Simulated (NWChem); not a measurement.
Molecule: SiNH3OClF; SMILES N[Si@@](O)(F)Cl

```xyz
8

N     -0.4798     1.1747    -1.3664
Si     0.0286     0.3299     0.0192
O      1.5922     0.6542     0.3868
F     -0.9790     0.7880     1.1930
Cl    -0.0786    -1.7135    -0.0671
H      0.0093     1.0508    -2.2458
H     -1.4716     1.3254    -1.5156
H      1.8316     1.5866     0.3666
```
Atoms are numbered in this order, from 1.

Coordinates come from a PBE0/def2-SVP optimisation.

Task: List the 6 lowest vertical singlet excitations and the 6 lowest triplet ones from B3LYP/def2-SVP, full TDDFT (NWChem).

Result: 
```json
[
 {"state": "S1", "energy (eV)": "7.18", "oscillator strength": "0.033", "leading excitation (squared amplitude)": "HOMO → LUMO (0.98)"},
 {"state": "S2", "energy (eV)": "8.24", "oscillator strength": "0.004", "leading excitation (squared amplitude)": "HOMO → LUMO+1 (0.88)"},
 {"state": "S3", "energy (eV)": "8.30", "oscillator strength": "0.006", "leading excitation (squared amplitude)": "HOMO−1 → LUMO (0.90)"},
 {"state": "S4", "energy (eV)": "8.60", "oscillator strength": "0.024", "leading excitation (squared amplitude)": "HOMO−2 → LUMO (0.81)"},
 {"state": "S5", "energy (eV)": "8.70", "oscillator strength": "0.002", "leading excitation (squared amplitude)": "HOMO → LUMO+2 (0.83)"},
 {"state": "S6", "energy (eV)": "8.89", "oscillator strength": "0.049", "leading excitation (squared amplitude)": "HOMO−3 → LUMO (0.84)"},
 {"state": "T1", "energy (eV)": "6.67", "oscillator strength": "spin-forbidden", "leading excitation (squared amplitude)": "HOMO → LUMO (0.90)"},
 {"state": "T2", "energy (eV)": "7.92", "oscillator strength": "spin-forbidden", "leading excitation (squared amplitude)": "HOMO−1 → LUMO (0.38)"},
 {"state": "T3", "energy (eV)": "8.01", "oscillator strength": "spin-forbidden", "leading excitation (squared amplitude)": "HOMO → LUMO+1 (0.44)"},
 {"state": "T4", "energy (eV)": "8.28", "oscillator strength": "spin-forbidden", "leading excitation (squared amplitude)": "HOMO−2 → LUMO (0.57)"},
 {"state": "T5", "energy (eV)": "8.35", "oscillator strength": "spin-forbidden", "leading excitation (squared amplitude)": "HOMO−3 → LUMO (0.58)"},
 {"state": "T6", "energy (eV)": "8.43", "oscillator strength": "spin-forbidden", "leading excitation (squared amplitude)": "HOMO → LUMO+2 (0.66)"}
]
```
